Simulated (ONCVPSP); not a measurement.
Configuration tests for Ta (Z = 73) (ONCV)

tantalum, optimised norm-conserving Vanderbilt (ONCV), made with ONCVPSP 4.0.1 (PBEsol, scalar-relativistic). Core [Kr] 4d10 4f14, reference 5s2 5p6 5d3 6s2. Waves: 5s+6s: rc 2.05 bohr, ncon 4, nbas 8, qcut 4.8 1/bohr, 3 projectors, debl 3.7 Ha; 5p: rc 1.95 bohr, ncon 4, nbas 8, qcut 6.6 1/bohr, 3 projectors, debl 1.1 Ha; 5d: rc 2.65 bohr, ncon 4, nbas 9, qcut 5 1/bohr, 2 projectors, debl 2.9 Ha. Local part: polynomial inside 1.85 bohr (lpopt 5, dvloc0 1 Ha). Core correction: Teter function, fcfact 4.75, rcfact 1.8.

In the p channel the program set the typed energies aside and used -1.449, 0.250, 1.350 Ha.

Energies are relative to the spin-unpolarised reference configuration 5s2 5p6 5d3 6s2; without spin polarisation the order of configurations can differ from experiment.

Q: Give the all-electron excitation energy and the error of the potential for: 5s2 5p6 5d3 6s1; 5s2 5p6 5d3 6s0; 5s2 5p6 5d2 6s0; 5s2 5p6 5d3.5 6s1.5.

A:

```csv
valence configuration,charge,ΔE all-electron (eV),error AE − PS (meV)
5s2 5p6 5d3 6s1,+1,8.505,-7.1
5s2 5p6 5d3 6s0,+2,23.483,-44
5s2 5p6 5d2 6s0,+3,47.094,-124
5s2 5p6 5d3.5 6s1.5,0,0.989,-4.8
```

Levels in the configuration 5s2 5p6 5d3.5 6s1.5:

```
level  all-electron (eV)  pseudo (eV)
   5s            -72.132      -72.191
   5p            -38.583      -38.590
   5d             -3.106       -3.100
   6s             -5.213       -5.218
```
